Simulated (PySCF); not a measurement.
Isomers of C9H12Si.

All values: PBE0/pcSseg-1 (PySCF) at GFN2-xTB geometries, gas phase, one conformer each.

Question: Rank by the lowest IAO charge on any atom, highest value first.
A. `C(C1=C[SiH2][C@@H]1C)#CC(=C)C`
B. `[CH2:1]=[C:2]=[C:3]([C:4]#[C:5][SiH2:6][CH3:7])[CH:8]1[CH2:9][CH2:10]1` with C2–C3–C8–C9 -39°
C. `[cH:1]1[cH:2][cH:3][c:4]([CH:5]2[CH2:6][SiH2:7][CH2:8]2)[cH:9][cH:10]1` with C3–C4–C5–C6 56°

Answer: A (-0.421 e), C (-0.545 e), B (-0.715 e).

Question: Rank by the lowest Hirshfeld charge on any atom, lowest value first.
A. `[CH2:1]=[C:2]=[C:3]([C:4]#[C:5][SiH2:6][CH3:7])[CH2:8][CH:9]=[CH2:10]` with C2–C3–C8–C9 -106°, C3–C8–C9–C10 112°
B. `C=C(C)C#CC1=C[SiH2][C@@H]1C`
C. `[cH:1]1[cH:2][cH:3][c:4]([CH:5]2[CH2:6][SiH2:7][CH2:8]2)[cH:9][cH:10]1` with C3–C4–C5–C6 56°

Answer: A (-0.208 e), C (-0.166 e), B (-0.143 e).

Question: Rank by LUMO energy, highest first.
A. `C=C(C)C#CC1=C[SiH2][C@@H]1C`
B. `[CH2:1]=[C:2]=[C:3]([C:4]#[C:5][SiH2:6][CH3:7])[CH:8]1[CH2:9][CH2:10]1` with C2–C3–C8–C9 -39°
C. `[cH:1]1[cH:2][cH:3][c:4]([CH:5]2[CH2:6][SiH2:7][CH2:8]2)[cH:9][cH:10]1` with C3–C4–C5–C6 56°

Answer: C (-0.27 eV), B (-0.85 eV), A (-1.50 eV).

All values together:

```json
{"SMILES": "C=C=C(C#C[SiH2]C)CC=C", "μ (D)": "0.92", "HOMO (eV)": "-6.81", "LUMO (eV)": "-0.87", "lowest IAO charge (e)": "-0.715 (C)", "highest IAO charge (e)": "+0.793 (Si)", "lowest Hirshfeld charge (e)": "-0.208 (C)", "highest Hirshfeld charge (e)": "+0.361 (Si)"}
{"SMILES": "C=C(C)C#CC1=C[SiH2][C@@H]1C", "μ (D)": "0.63", "HOMO (eV)": "-6.52", "LUMO (eV)": "-1.50", "lowest IAO charge (e)": "-0.421 (C)", "highest IAO charge (e)": "+0.730 (Si)", "lowest Hirshfeld charge (e)": "-0.143 (C)", "highest Hirshfeld charge (e)": "+0.338 (Si)"}
{"SMILES": "c1ccc(C2C[SiH2]C2)cc1", "μ (D)": "0.30", "HOMO (eV)": "-6.96", "LUMO (eV)": "-0.27", "lowest IAO charge (e)": "-0.545 (C)", "highest IAO charge (e)": "+0.728 (Si)", "lowest Hirshfeld charge (e)": "-0.166 (C)", "highest Hirshfeld charge (e)": "+0.344 (Si)"}
{"SMILES": "C=C=C(C#C[SiH2]C)C1CC1", "μ (D)": "1.08", "HOMO (eV)": "-6.57", "LUMO (eV)": "-0.85", "lowest IAO charge (e)": "-0.715 (C)", "highest IAO charge (e)": "+0.793 (Si)", "lowest Hirshfeld charge (e)": "-0.209 (C)", "highest Hirshfeld charge (e)": "+0.361 (Si)"}
```

Conformers: `[CH2:1]=[C:2]=[C:3]([C:4]#[C:5][SiH2:6][CH3:7])[CH2:8][CH:9]=[CH2:10]` with C2–C3–C8–C9 -106°, C3–C8–C9–C10 112°; `[cH:1]1[cH:2][cH:3][c:4]([CH:5]2[CH2:6][SiH2:7][CH2:8]2)[cH:9][cH:10]1` with C3–C4–C5–C6 56°; `[CH2:1]=[C:2]=[C:3]([C:4]#[C:5][SiH2:6][CH3:7])[CH:8]1[CH2:9][CH2:10]1` with C2–C3–C8–C9 -39°.
